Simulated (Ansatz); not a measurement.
System: sum formula Si2H4Cl, charge 0, multiplicity 2. It need not be the lowest isomer of its formula. 
Structure (B3LYP-D3(BJ)/def2-TZVP (Ansatz, a program for electronic structure) minimum search):
SMILES: [SiH2][SiH2]Cl
```xyz
7

Si    -1.8714    -0.3051    -0.1831
Si     0.3830    -0.7022     0.2553
Cl     1.4370     1.0385    -0.1541
H     -2.7134    -1.5227    -0.0529
H     -2.4422     0.8042     0.6205
H      0.8978    -1.7741    -0.6243
H      0.6672    -1.0591     1.6650
```
Charge 0, spin multiplicity 2.

Basis-set convergence of Hartree-Fock and MP2 correlation energies (hartree) with Ansatz. Correlated levels leave the core frozen unless marked. Open shells are spin-unrestricted. Spin-orbit coupling is left out. No relativistic terms.

```csv
basis,functions,E(HF),"E(corr, MP2)"
aug-cc-pV(D+d)Z,132,-1039.72133,-0.34046
aug-cc-pV(T+d)Z,257,-1039.75787,-0.42419
aug-cc-pV(Q+d)Z,451,-1039.76711,-0.45656
```

Extrapolating the two largest sets (X = 3 and 4) as X^-3: E(corr) = (64·(-0.45656) - 27·(-0.42419))/37 = -0.4802 Eh, an estimate of the basis-set limit. The largest set recovers 95.1 % of it, the smallest 70.9 %.
